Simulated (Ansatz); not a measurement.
Question: Name a neutral molecule of C, Ga, In and H with size of the dipole moment (ωB97M-V/def2-TZVPP) between 0.45 and 0.75 D and LUMO energy (PBE0/def2-TZVPP) between -2.25 and -1.95 eV (Ansatz, PBE0-D4/def2-TZVP geometry).

Answer: `C=[C]([GaH2])[InH2]` (0.61 D, -2.06 eV). Other molecules can fit too; these were computed, each in one conformer that needn't be the lowest.
